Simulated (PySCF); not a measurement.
## [W(CH3)6] (charge 0, multiplicity 1)

All values below come from TPSSh-D3(BJ)/def2-TZVP // r2SCAN-D4/def2-SVP in PySCF.

```json
{
  "HOMO": "-6.36 eV",
  "dipole_moment": "1.54 D",
  "HOMO–LUMO gap": "3.87 eV",
  "LUMO": "-2.49 eV",
  "charge on the central atom (Mulliken)": "0.83 e",
  "total_energy": "-8344.14 eV",
  "cost": "around 27 core-minutes (rough)"
}
```

Bonds (Å): W1–C2 2.131, W1–C6 2.194, W1–C10 2.131, W1–C14 2.131, W1–C18 2.194, W1–C22 2.194, C2–H3 1.100, C2–H4 1.109, C2–H5 1.104, C6–H7 1.107, C6–H8 1.104, C6–H9 1.098, C10–H11 1.109, C10–H12 1.104, C10–H13 1.100, C14–H15 1.104, C14–H16 1.100, C14–H17 1.109, C18–H19 1.107, C18–H20 1.104, C18–H21 1.098, C22–H23 1.098, C22–H24 1.107, C22–H25 1.104. Bond angles (°): C2–W1–C6 76.3, C2–W1–C10 95.4, C2–W1–C14 95.4, C2–W1–C18 128.7, C2–W1–C22 135.4, C6–W1–C10 135.4, C6–W1–C14 128.6, C6–W1–C18 75.8, C6–W1–C22 75.8, C10–W1–C14 95.5, C10–W1–C18 76.3, C10–W1–C22 128.7, C14–W1–C18 135.4, C14–W1–C22 76.3, C18–W1–C22 75.8, W1–C2–H3 118.1, W1–C2–H4 103.3, W1–C2–H5 110.2, H3–C2–H4 108.5, H3–C2–H5 108.6, H4–C2–H5 107.7, W1–C6–H7 103.9, W1–C6–H8 110.1, W1–C6–H9 117.2, H7–C6–H8 107.7, H7–C6–H9 108.4, H8–C6–H9 109.0, W1–C10–H11 103.3, W1–C10–H12 110.3, W1–C10–H13 118.0, H11–C10–H12 107.7, H11–C10–H13 108.5, H12–C10–H13 108.6, W1–C14–H15 110.1, W1–C14–H16 118.1, W1–C14–H17 103.3, H15–C14–H16 108.6, H15–C14–H17 107.7, H16–C14–H17 108.5, W1–C18–H19 104.0, W1–C18–H20 110.0, W1–C18–H21 117.2, H19–C18–H20 107.7, H19–C18–H21 108.5, H20–C18–H21 109.0, W1–C22–H23 117.2, W1–C22–H24 103.9, W1–C22–H25 110.1, H23–C22–H24 108.5, H23–C22–H25 109.0, H24–C22–H25 107.7.
